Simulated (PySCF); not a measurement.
Structure with atom numbers: `[CH3:1][CH2:2][C:3]([F:4])=[Se:5]` (H(Xn): hydrogen on atom n).

Geometry: PBE0-D3(BJ)/def2-SVP; GIAO absolute shieldings from PySCF, gas phase, non-relativistic, averaged over equivalent atoms.

At PBE0/pcSseg-1 (134 basis functions, 12 s wall time on 1 thread of an x86-64 server CPU, shared host):
```tsv
atoms	σ (ppm)
C3	-73.9
C2	141.5
C1	171.1
F4	44.7
Se5	474.6
H(C2)	28.68
H(C1)	29.94
```

**Question.** Estimate the result of repeating the calculation with CAM-B3LYP/pcSseg-2.

**Answer.** 
```tsv
atoms	σ at CAM-B3LYP/pcSseg-2	change
C3	-97.9	-24.0
C2	138.4	-3.1
C1	168.6	-2.5
F4	59.9	+15.2
Se5	386.9	-87.7
H(C2)	28.67	-0.01
H(C1)	29.95	+0.01
```

The largest change is at Se5 (selenium bonded to C). Cost: 277 basis functions, 45 s wall time on 1 thread of an x86-64 server CPU, shared host. The order of the carbon signals is the same at both levels.

Relativistic effects, spin–orbit coupling among them, are left out; they matter for Se and for the light atoms bonded to it.
